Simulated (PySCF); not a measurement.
Telling isomers of C8H8N2 apart by NMR

Computational details: shieldings: GIAO PBE0/pcSseg-1, structure optimised with GFN2-xTB, in PySCF (non-relativistic, no solvent, one averaged value for each set of equivalent atoms, single conformer).

References, each an isolated molecule treated in the same way: ¹H, ¹³C against TMS. Where no couplings were computed, multiplicities follow the n + 1 count of equivalent neighbours, and m marks all less simple cases (inequivalent or close neighbours, rings, F or P nearby). Shifts are as computed. Against solution values, carbons near 30 ppm lie about +3 ppm off and those near 130 ppm about +5 ppm. Of 1211 compounds with measured shifts, 218 miss one by over three times the rms of a fit or turn the order of signals round; such compounds aren't used in these exercises.

(1) Tabulate the signals of `C#Cc1cnncc1CC`, `C#Cc1ccnnc1CC`, `C#Cc1cc(C)c(C)nn1`, `Cc1ccc2nccn2c1` and their relative energies.

(2) What is the quickest way to tell C#Cc1ccnnc1CC from Cc1ccc2nccn2c1?

(3) What is the quickest way to tell C#Cc1ccnnc1CC from C#Cc1cc(C)c(C)nn1?

(4) What is the quickest way to tell C#Cc1cnncc1CC from C#Cc1ccnnc1CC?

Answers

(1) 
| SMILES | carbon types | δC | δH | E rel. (kcal/mol) |
| --- | --- | --- | --- | --- |
| C#Cc1cnncc1CC | 3×C 3×CH 1×CH2 1×CH3 | 156.8, 155.3, 149.9, 123.2, 99.7, 83.5, 29.7, 18.3 | 9.53 (s, 1H), 9.50 (s, 1H), 3.36 (s, 1H), 2.83 (q, 2H), 1.29 (t, 3H) | 71.5 |
| C#Cc1ccnnc1CC | 3×C 3×CH 1×CH2 1×CH3 | 170.3, 153.4, 133.8, 122.6, 99.0, 84.8, 34.5, 16.9 | 9.50 (d, 1H), 7.48 (d, 1H), 3.44 (q, 2H), 3.36 (s, 1H), 1.44 (t, 3H) | 70.7 |
| C#Cc1cc(C)c(C)nn1 | 4×C 2×CH 2×CH3 | 160.4, 149.7, 138.7, 136.9, 90.5, 87.1, 23.8, 21.4 | 7.45 (s, 1H), 3.02 (s, 1H), 2.86 (s, 3H), 2.31 (s, 3H) | 67.9 |
| Cc1ccc2nccn2c1 | 2×C 5×CH 1×CH3 | 148.5, 141.4, 129.8, 127.5, 126.4, 125.2, 113.5, 21.4 | 8.14 (s, 1H), 7.91 (d, 1H), 7.87 (m, 1H), 7.51 (m, 1H), 7.26 (d, 1H), 2.48 (s, 3H) | 0.0 |

Energies are electronic energies at PBE0/pcSseg-1 on these geometries, without zero-point or thermal terms, each for the one conformer computed, which needn't be the lowest.

(2) Both give the same number of carbon signals, but DEPT or the intensities differ. The first has an sp3 CH2 on an aromatic ring at 34.5 ppm, the second a ring-fusion aromatic carbon (C) at 148.5 ppm. Their most deshielded carbons lie at 170.3 and 148.5 ppm. In the proton spectra the most deshielded non-exchanging signals are 9.50 (d, 1H) and 8.14 (s, 1H).

(3) Both give the same number of carbon signals, but DEPT or the intensities differ. The first has an sp3 CH2 on an aromatic ring at 34.5 ppm, the second a substituted aromatic carbon next to a ring nitrogen (C) at 149.7 ppm. Their most deshielded carbons lie at 170.3 and 160.4 ppm. In the proton spectra the most deshielded non-exchanging signals are 9.50 (d, 1H) and 7.45 (s, 1H).

(4) Both give the same number of carbon signals, with the same numbers of each carbon type, so the positions decide. The first has a substituted aromatic carbon (C) at 149.9 ppm, the second an aromatic CH at 133.8 ppm. Their most deshielded carbons lie at 156.8 and 170.3 ppm.
